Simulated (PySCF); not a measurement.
C3H9OSi (SMILES CCO[SiH]C), doublet, geometry from GFN2-xTB; PySCF with X3LYP/STO-3G.

Input for PySCF:
```python
from pyscf import gto, scf, dft

mol = gto.M(
    atom='''
C     2.413781   -1.131151   -0.465780
C     1.147269   -0.353684   -0.782340
O     0.506801    0.004755    0.419592
Si   -0.867033    0.837626    0.648921
C    -2.401071   -0.017945   -0.080477
H     2.918154   -1.414504   -1.386085
H     2.166424   -2.027547    0.097067
H     3.082052   -0.519751    0.135069
H     1.389507    0.553881   -1.349270
H     0.468260   -0.964909   -1.389830
H    -0.744351    2.205082    0.135746
H    -2.508866   -1.035983    0.285274
H    -3.308839    0.521102    0.170346
H    -2.338164   -0.065489   -1.168359
''',
    basis='sto-3g',
    charge=0,
    spin=1,
    verbose=3,
)

mf = dft.UKS(mol)
mf.xc = 'x3lyp'
mf.kernel()
mf.analyze()
```

Question: Write the output that PySCF gives for this input, abridged.

Answer: 
```
converged SCF energy = -478.451527867213  <S^2> = 0.7505234  2S+1 = 2.0005233
**** MO energy ****
                             alpha | beta                alpha | beta
MO #1   energy= -65.3837888386541  | -65.3787513304048  occ= 1 | 1
MO #2   energy= -18.8366994185485  | -18.835178267765   occ= 1 | 1
MO #3   energy= -10.0785910603551  | -10.0775569051543  occ= 1 | 1
MO #4   energy= -10.0235916882082  | -10.0236541066066  occ= 1 | 1
MO #5   energy= -9.97125810591217  | -9.97018648008203  occ= 1 | 1
MO #6   energy= -5.08059932497406  | -5.07312372268777  occ= 1 | 1
MO #7   energy= -3.37687955164323  | -3.37089221528401  occ= 1 | 1
MO #8   energy= -3.37499063991927  | -3.36848375104334  occ= 1 | 1
MO #9   energy= -3.37260849721503  | -3.3596902964353   occ= 1 | 1
MO #10  energy= -0.930973835696749 | -0.927786453429869 occ= 1 | 1
MO #11  energy= -0.711201944461385 | -0.709775095913459 occ= 1 | 1
MO #12  energy= -0.650576843042066 | -0.646630823886882 occ= 1 | 1
MO #13  energy= -0.578431887313191 | -0.575479814205082 occ= 1 | 1
MO #14  energy= -0.466012144152965 | -0.454035471268965 occ= 1 | 1
MO #15  energy= -0.432190407416536 | -0.431471239223234 occ= 1 | 1
MO #16  energy= -0.388345305022601 | -0.379386762715583 occ= 1 | 1
MO #17  energy= -0.362571077063757 | -0.357508708890102 occ= 1 | 1
MO #18  energy= -0.357144000207789 | -0.355093028995238 occ= 1 | 1
MO #19  energy= -0.350229812037846 | -0.348090976085552 occ= 1 | 1
MO #20  energy= -0.330902190585815 | -0.330289853747524 occ= 1 | 1
MO #21  energy= -0.327203856909662 | -0.321388050859332 occ= 1 | 1
MO #22  energy= -0.274015524075946 | -0.263130874236496 occ= 1 | 1
MO #23  energy= -0.178979454708322 | -0.164905785785939 occ= 1 | 1
MO #24  energy= -0.132679199138872 | -0.129748343252719 occ= 1 | 1
MO #25  energy= -0.0861493703608956 | 0.0511726245654877 occ= 1 | 0
MO #26  energy= 0.281850834771562  | 0.293136466231829  occ= 0 | 0
MO #27  energy= 0.324939918539439  | 0.34156752456714   occ= 0 | 0
MO #28  energy= 0.37358865207015   | 0.391870525540825  occ= 0 | 0
MO #29  energy= 0.418412262527622  | 0.423016248578236  occ= 0 | 0
MO #30  energy= 0.421363127061805  | 0.42767671160933   occ= 0 | 0
MO #31  energy= 0.446843299943471  | 0.448620696024182  occ= 0 | 0
MO #32  energy= 0.473693291099381  | 0.476336683331633  occ= 0 | 0
MO #33  energy= 0.48792807005171   | 0.49279585960728   occ= 0 | 0

To work with the spin densities directly, `use mulliken_meta_spin()` only printing them here.

 ** Mulliken spin pop alpha/beta on meta-lowdin orthogonal AOs **
 ** Mulliken Spin Density (per atom)  **
spin density of  0 C =     -0.00274
spin density of  1 C =      0.04260
spin density of  2 O =      0.03656
spin density of  3 Si =      0.82263
spin density of  4 C =      0.04419
spin density of  5 H =      0.00087
spin density of  6 H =      0.00027
spin density of  7 H =      0.00032
spin density of  8 H =     -0.00111
spin density of  9 H =     -0.00128
spin density of  10 H =      0.04413
spin density of  11 H =     -0.00079
spin density of  12 H =     -0.00159
spin density of  13 H =      0.01595
 ** Mulliken pop alpha/beta on meta-lowdin orthogonal AOs **
 ** Mulliken atomic charges   ( Nelec_alpha | Nelec_beta ) **
charge of  0C =     -0.14618  (     3.07172      3.07446 )
charge of  1C =      0.01890  (     3.01185      2.96925 )
charge of  2O =     -0.28117  (     4.15887      4.12230 )
charge of  3Si =      0.52343  (     7.14960      6.32697 )
charge of  4C =     -0.29619  (     3.17019      3.12600 )
charge of  5H =      0.04910  (     0.47588      0.47502 )
charge of  6H =      0.05094  (     0.47467      0.47439 )
charge of  7H =      0.05100  (     0.47466      0.47434 )
charge of  8H =      0.02626  (     0.48631      0.48742 )
charge of  9H =      0.02661  (     0.48606      0.48734 )
charge of  10H =     -0.14455  (     0.59434      0.55021 )
charge of  11H =      0.04114  (     0.47904      0.47983 )
charge of  12H =      0.04222  (     0.47810      0.47969 )
charge of  13H =      0.03849  (     0.48873      0.47278 )
Dipole moment(X, Y, Z, Debye): -0.11057,  0.00093, -0.36349
```
